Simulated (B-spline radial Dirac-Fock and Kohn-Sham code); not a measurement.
# Satellites and hypersatellites of the K lines of Tc⁺

System: Tc⁺ in the configuration 1s2 2s2 2p6 3s2 3p6 3d10 4s2 4p6 4d5 5s1, inside a Watson sphere of charge -1 and radius 2.2 Å (a model of the Madelung potential; inside it an electron's potential energy is raised by 6.5 eV).

Method: relaxed Dirac-Fock hole states (ΔSCF) with Breit and QED corrections and a finite nucleus. Computed with an atomic code on a B-spline grid. Each two-hole energy is an average over J within one jj subconfiguration, not an observable level; in light atoms, where LS coupling holds, the j-resolved values are not observed lines, and for a K spectator the Kα1 hypersatellite is nearly forbidden. The model has no electron correlation.

Lines without a spectator: Kα2 (K-L2) 18249.0 eV, Kα1 (K-L3) 18365.5 eV, Kβ3 (K-M2) 20594.3 eV, Kβ1 (K-M3) 20614.4 eV. Shifts in eV with one spectator hole (a dash: not computed, or left out as unreliable):

```
spectator hole     Kα2     Kα1     Kβ3     Kβ1
        K (1s)  +480.3  +491.4  +609.5  +611.8
    L2 (2p1/2)   +50.7   +63.2       –  +136.4
    L3 (2p3/2)   +52.2   +51.5  +124.5       –
    M2 (3p1/2)       –   +6.36  +14.75  +18.19
    M3 (3p3/2)   +5.00       –  +15.97  +15.37
    M4 (3d3/2)   +0.44   -1.67       –       –
    M5 (3d5/2)   -1.97   -0.51       –       –
```

With n spectator holes in 2p, averaged over the 2p shell (energies in eV):

```
n     KαLⁿ   step  hypersatellite KαʰLⁿ
0  18326.7      –               18814.4
1  18381.4  +54.8               18870.5
2  18437.4  +55.9               18927.8
3  18494.5  +57.1               18986.3
4  18552.8  +58.3               19046.0
5  18612.4  +59.6               19106.9
```
